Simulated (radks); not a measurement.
Values are calculated unless marked as measured or tabulated.
Ionisation of the arsenic ion As+, [Ar] 3d10 4s2 4p2, to As2+, [Ar] 3d10 4s2 4p1, under several functionals. Scalar-relativistic Kohn-Sham, spin-polarised, spherical densities, point nucleus; open shells are filled with parallel spins first; a radial shooting solver on a logarithmic mesh with Libxc functionals.

| functional | E(As+) (hartree) | Exc (hartree) | IE (eV) | -e(HOMO) (eV) | <r> HOMO (bohr) | IE error (eV) |
|---|---|---|---|---|---|---|
| SOGGA | -2258.66529 | -81.52248 | 18.503 | 14.011 | 2.290 | -0.086 |
| PBEsol | -2258.90530 | -81.76453 | 18.593 | 14.086 | 2.288 | +0.004 |
| LDA (Slater exchange, Perdew-Wang correlation) | -2257.43955 | -80.27552 | 18.692 | 14.150 | 2.285 | +0.103 |
| XLYP | -2261.23775 | -84.12749 | 18.396 | 13.838 | 2.298 | -0.193 |
| exchange-only LDA | -2254.53894 | -77.32413 | 17.705 | 13.242 | 2.320 | -0.885 |
| HCTH/407 | -2262.00701 | -85.03401 | 18.791 | 14.304 | 2.258 | +0.201 |
| RPBE | -2260.73716 | -83.62830 | 18.537 | 14.059 | 2.295 | -0.052 |

NIST Atomic Spectra Database: 18.589 eV (measured). Closest: PBEsol. The Delta-SCF values span 1.09 eV, the total energies 7.47 hartree. The highest occupied level is 4p. Open shells are spherical and high-spin; term and fine-structure splittings are not resolved.
